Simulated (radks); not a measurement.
Task: The mean radii <r> (bohr) of the occupied orbitals of an atom or ion are listed with their occupations. Calculated with a radial shooting solver on a logarithmic mesh with Libxc functionals: Dirac Kohn-Sham, LDA (Slater exchange, Perdew-Wang correlation), spin-unpolarised, spherical densities, finite nucleus; Fermi nuclear charge, rms radius of each element as measured or else 0.836 A^(1/3) + 0.57 fm.

| orbital | occ. | <r> |
|---|---|---|
| 1s1/2 | 2 | 0.04154 |
| 2s1/2 | 2 | 0.1835 |
| 2p1/2 | 2 | 0.1574 |
| 2p3/2 | 4 | 0.1614 |
| 3s1/2 | 2 | 0.5307 |
| 3p1/2 | 2 | 0.5332 |
| 3p3/2 | 4 | 0.5437 |
| 3d3/2 | 4 | 0.5501 |
| 3d5/2 | 6 | 0.5539 |
| 4s1/2 | 2 | 1.429 |
| 4p1/2 | 0.666667 | 1.582 |
| 4p3/2 | 1.33333 | 1.606 |
| 7p1/2 | 0.333333 | 9.934 |
| 7p3/2 | 0.666667 | 9.968 |

Name the element and its charge. Open shells, if any, are shared by 2j + 1.

Result: Z = 36, krypton, charge +3: Kr3+ in [Ar] 3d10 4s2 4p2 7p1. The 1s radius gives Z: for a bare nucleus <r> = (2 gamma + 1)/(2Z) with gamma = sqrt(1 - (Z/c)^2), 0.04069 bohr for Z = 36, and screening makes it slightly larger (0.04154 here). The occupations add up to 33, and the charge is Z minus that.
